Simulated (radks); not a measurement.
Problem. V IV, configuration [Ar] 3d0.75 4p1.25 (fractional occupations, a model configuration). Method: Dirac Kohn-Sham, PBE, spin-unpolarised, spherical densities, finite nucleus; open shells are shared between the two j in proportion to 2j + 1; Fermi nuclear charge, rms radius 3.6002 fm; computed with a radial shooting solver on a logarithmic mesh with Libxc functionals. Some entries of the table are withheld. Estimate them.

orbital,occ.,eigenvalue (eV),r(max) (bohr)
1s1/2,2,-5410.306,0.04349
2s1/2,2,(1),(2)
2p1/2,2,-556.1940,(3)
2p3/2,4,-549.1048,(4)
3s1/2,2,-114.6191,0.8096
3p1/2,2,-88.3405,0.8244
3p3/2,4,-87.4241,0.8304
3d3/2,0.3,(5),(6)
3d5/2,0.45,(7),(8)
4p1/2,0.416667,(9),2.449
4p3/2,0.833333,(10),2.462

Solution. 
(1) 2s1/2 eigenvalue (eV): -651.1013
(2) 2s1/2 r(max) (bohr): 0.2557
(3) 2p1/2 r(max) (bohr): 0.2067
(4) 2p3/2 r(max) (bohr): 0.2089
(5) 3d3/2 eigenvalue (eV): -46.6248
(6) 3d3/2 r(max) (bohr): 0.8154
(7) 3d5/2 eigenvalue (eV): -46.5259
(8) 3d5/2 r(max) (bohr): 0.8171
(9) 4p1/2 eigenvalue (eV): -25.4358
(10) 4p3/2 eigenvalue (eV): -25.2997
